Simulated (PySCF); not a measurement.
## Deuteron quadrupole couplings in `C=C[C@H](C)N[SiH2]C(C)=O`

C₆H₁₃NOSi.
SMILES with atom numbers: `[CH2:1]=[CH:2][C@H:3]([CH3:4])[NH:5][SiH2:6][C:7]([CH3:8])=[O:9]` (hydrogens: H10, H11 on C1; H12 on C2; H13 on C3; H14, H15, H16 on C4; H17 on N5; H18, H19 on Si6; H20, H21, H22 on C8)

Structure used (GFN2-xTB), in Å, numbered top down from 1:
```xyz
22
C6H13NOSi angstrom
C     -3.4378    1.4091   -0.1816
C     -2.4234    0.7838    0.3840
C     -1.5436   -0.2180   -0.3107
C     -1.6824   -1.5834    0.3543
N     -0.1715    0.2438   -0.2468
Si     1.2699   -0.6466   -0.1123
C      2.5945    0.7324   -0.2478
C      4.0281    0.3098   -0.0934
O      2.2828    1.8845   -0.4558
H     -3.7165    1.2242   -1.2067
H     -4.0371    2.1264    0.3528
H     -2.1499    0.9830    1.4114
H     -1.8619   -0.3048   -1.3625
H     -2.7189   -1.9094    0.3165
H     -1.0616   -2.3144   -0.1553
H     -1.3670   -1.5246    1.3921
H     -0.0814    1.2213   -0.4898
H      1.5296   -1.6296   -1.1794
H      1.4213   -1.3292    1.1804
H      4.2466   -0.4662   -0.8231
H      4.1597   -0.1207    0.8968
H      4.7098    1.1476   -0.2255
```

Level: PBE0/pcSseg-1 (PySCF, non-relativistic); Q(2H) = 0.00286 b; rigid geometry, the same for H and D, with no vibrational averaging.

Question: Rank these positions by the coupling χzz of a deuteron there, largest first.
A. H15 (methyl hydrogen)
B. H11 (vinylic hydrogen)
C. H13 (methine hydrogen)
D. H12 (vinylic hydrogen)
E. H18 (Si–H hydrogen)
F. H17 (N–H hydrogen)

Answer: F (271 kHz), B (227 kHz), D (218 kHz), A (213 kHz), C (188 kHz), E (103 kHz).

Question: Give the electric field gradient Vzz (the principal value of largest size), its asymmetry and the 2H coupling at each hydrogen.

Answer: 
```tsv
atom	bonded to	bond length (Å)	Vzz (au)	η	χzz (kHz)
H10	C1	1.078	0.3349	0.05	225
H11	C1	1.077	0.3380	0.05	227
H12	C2	1.082	0.3250	0.05	218
H13	C3	1.102	0.2797	0.02	188
H14	C4	1.087	0.3148	0.02	212
H15	C4	1.086	0.3172	0.03	213
H16	C4	1.086	0.3152	0.01	212
H17	N5	1.011	0.4034	0.19	271
H18	Si6	1.474	0.1528	0.04	103
H19	Si6	1.470	0.1560	0.04	105
H20	C8	1.087	0.3137	0.03	211
H21	C8	1.088	0.3136	0.03	211
H22	C8	1.088	0.3117	0.00	209
```

Question: Average by the element that carries the hydrogen.

Answer: on C: 213 kHz over 10 positions, mean bond length 1.086 Å; on N: 271 kHz over 1 position, mean bond length 1.011 Å; on Si: 104 kHz over 2 positions, mean bond length 1.472 Å.

Question: How does χzz go with the bond length over the 10 C–H bonds?

Answer: A straight-line fit has a slope of -15.2 kHz for each 0.01 Å, with a correlation coefficient of -1.00, over lengths from 1.077 to 1.102 Å. The longer bonds have the smaller couplings here.

Question: A static deuteron (I = 1) shows a doublet split by (3/2)χ, (3/4)χ(1 + η) and (3/4)χ(1 − η) with the field along z, y and x of the gradient. What are these for H19?

Answer: With |χ| = 104.9 kHz and η = 0.041: 157, 82 and 75 kHz, to first order and without motion.

The structure is a single GFN2-xTB conformer in the gas phase; no vibrational or solvent corrections. GFN2-xTB bond lengths can be off by several hundredths of an ångström, more for odd bonds, and the gradients follow them. With so small a basis the couplings can be 20 % off.
